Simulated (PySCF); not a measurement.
Does the answer move with the share of exact exchange?

Compound: C2H9BN2.
SMILES: `CNB(C)N`

Torsions of this conformer, `[CH3:1][NH:2][B:3]([CH3:4])[NH2:5]`: C1–N2–B3–C4 -1°, H–N5–B3–N2 0°, H–N5–B3–N2 179°.

PySCF, pcSseg-1 basis, density fitting, gas phase, PBE0-D3(BJ)/def2-SVP geometry. One functional is left out:

```csv
functional,exact exchange (%),HOMO energy (eV),LUMO energy (eV),dipole moment (D)
B97-D,0,-4.88,0.72,1.217
BLYP,0,-4.74,0.56,1.259
BP86,0,-4.98,0.71,1.244
LDA,0,-4.98,0.47,1.256
OPBE,0,-4.86,0.81,1.217
PBE,0,-4.87,0.60,1.251
B3LYP,20,-6.00,1.10,1.208
B97-2,21,-5.99,1.48,1.174
PBE0,25,-6.24,1.47,1.186
BHandHLYP,50,-7.52,2.13,1.142
```

Question: Predict the row of mPW1PW91 (25 % exact exchange) by straight lines through the other rows, and check it.

Answer: 
| property | line | computed | computed − line | PBE0 (25 %), for comparison |
| --- | --- | --- | --- | --- |
| HOMO energy (eV) | -6.22 | -6.28 | -0.06 | -6.24 |
| LUMO energy (eV) | 1.41 | 1.45 | +0.04 | 1.47 |
| dipole moment (D) | 1.188 | 1.174 | -0.014 | 1.186 |

Question: Which of these properties follows the share of exact exchange most closely, and which least?

Answer: Most closely the HOMO energy, least the dipole moment; the correlations over the tabulated rows are HOMO energy -0.997, LUMO energy 0.972, dipole moment -0.906. The HOMO energy moves by -0.531 eV for every 10 %. Functionals with the same share still differ in their other parts: at 0 % BLYP and BP86 differ by 0.24 eV in it.
